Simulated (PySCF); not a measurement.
Br2GaH. Atoms are numbered in the order given.

```xyz
4

Ga     0.0000     0.0000    -0.8134
H      0.0000     0.0000    -2.3597
Br     0.0000    -1.9180     0.3940
Br     0.0000     1.9180     0.3940
```

The structure is a stationary point at ωB97X-D3(BJ)/def2-SVP. The structure was generated by enumeration; whether it is a known compound was not checked.

Level of theory: B3LYP/def2-TZVPD run with PySCF.

The molecule is in vacuum.

The total energy is -7073.98377 hartree, the point group is C2v and the highest occupied level is -8.25 eV. The lowest empty level comes out as -2.13 eV. The orbital gap is 6.12 eV and the dipole moment comes out as 1.41 D. The quadrupole, principal values (traceless, Buckingham form, about the centre of nuclear charge) is -4.97, 1.22, 3.75 D·Å, the mean static polarisability is 73.8 bohr³ (10.94 Å³) and the polarisability, principal values is 55.3, 71.9, 94.2 bohr³.
